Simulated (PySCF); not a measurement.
C8H11BO.
Cartesian coordinates in Å at the PBE0-D3(BJ)/def2-SVP level; atoms count from 1:
```xyz
21
C8H11BO angstrom
C      3.6304    0.6331   -0.0666
C      2.3417   -0.1372   -0.2159
O      1.2825    0.7315    0.1189
C     -0.0117    0.3464    0.0995
C     -0.9067    1.3322    0.4783
B     -2.4130    1.2879    0.5864
C     -3.2739    0.0597    0.2760
C     -2.8610   -1.1781   -0.1457
C     -1.5359   -1.6270   -0.3978
C     -0.3237   -0.9915   -0.2969
H      3.7489    0.9910    0.9663
H      3.6384    1.5057   -0.7355
H      4.4889   -0.0074   -0.3160
H      2.2259   -0.5017   -1.2534
H      2.3375   -1.0204    0.4496
H     -0.3922    2.2675    0.7302
H     -2.9799    2.2993    0.9475
H     -4.3608    0.1532    0.3966
H     -3.6274   -1.9432   -0.3211
H     -1.4681   -2.6678   -0.7320
H      0.5308   -1.6151   -0.5645
```

Computed with PySCF at PBE0/pcSseg-1, non-relativistic, on one gas-phase PBE0-D3(BJ)/def2-SVP geometry that isn't relaxed in the solvent. The solvent is an IEF-PCM continuum (van der Waals radii × 1.2). Only the electrostatic response of the medium enters.

```csv
run,E − E(gas) (kcal/mol),HOMO (eV),HOMO–LUMO gap (eV),dipole (D)
gas,0.00,-6.84,4.90,4.05
P,-4.57,-6.97,4.95,5.46
Q,-3.75,-6.94,4.94,5.19
```

Problem. The runs were made in chloroform and dichloromethane. Which run belongs to which solvent?

Solution. P = dichloromethane, Q = chloroform. The dielectric constants are 4.711 (chloroform), 8.93 (dichloromethane), and the energy falls further as ε rises. In this model the ground state sees the solvent through ε alone.

Problem. How constant is the ratio of the lowering to (ε − 1)/(2ε + 1)?

Solution. 
| solvent | (ε − 1)/(2ε + 1) | E − E(gas) (kcal/mol) | ratio (kcal/mol) | polarisation term (kcal/mol) |
| --- | --- | --- | --- | --- |
| chloroform | 0.356 | -3.75 | -10.5 | -4.40 |
| dichloromethane | 0.420 | -4.57 | -10.9 | -5.56 |

The ratio changes by +3.2 % in size from chloroform to dichloromethane. The polarisation term is half the interaction of the solute with the induced surface charges.
